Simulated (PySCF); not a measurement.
C4H9ClF2Si2.
Structure used (GFN2-xTB), in Å, numbered top down from 1:
```xyz
18
C4H9ClF2Si2 angstrom
C      2.8177   -0.9556   -0.6904
C      2.2023    0.0463   -0.0786
Si     0.3747    0.0769    0.3704
C     -0.7506   -0.9474   -0.7491
Si    -2.6371   -0.7428   -0.4935
C     -0.1053    1.9565    0.1402
F      0.7741    2.7806    0.7561
F     -1.3070    2.2596    0.6829
Cl    -0.1569    2.4192   -1.5854
H      2.2931   -1.8493   -0.9872
H      3.8708   -0.9305   -0.9236
H      2.7887    0.9168    0.1940
H      0.1556   -0.1571    1.8035
H     -0.5193   -0.7198   -1.7906
H     -0.4983   -1.9977   -0.6065
H     -2.9552   -1.0602    0.8995
H     -3.3072   -1.7018   -1.3787
H     -3.0487    0.6127   -0.8395
```

Computed at PBE0/pcSseg-1 (PySCF, non-relativistic), with Q(35Cl) = −0.0817 b: Cl9, 35Cl (I = 3/2): χzz = -70.96 MHz, η = 0.006.

Task: Find the zero-field quadrupole resonance frequencies of 35Cl at Cl9.

Result: From ν = (|χ|/2)√(1 + η²/3): ν = 35.48 MHz (chlorine on a fluorinated carbon). For 37Cl the ratio of quadrupole moments, 0.7881, gives 27.96 MHz.

Task: Apply the simplest Townes–Dailey estimate (no s hybridisation, no π bonding), ionic character = 1 − χzz/χ0, where χ0 is the coupling for one missing p electron along the bond: −109.74 MHz for 35Cl.

Result: Cl9 on C6: 1 − (-70.96)/(-109.74) = 0.35. In this model a purely covalent bond gives χ0 and a free halide ion gives zero; s hybridisation or π bonding, where present, is counted here as ionic character.

In a crystal, neighbours and librations shift these lines. The structure is a single GFN2-xTB conformer in the gas phase; no vibrational or solvent corrections. GFN2-xTB bond lengths can be off by several hundredths of an ångström, more for odd bonds, and the gradients follow them. The small basis limits the accuracy of the gradients.
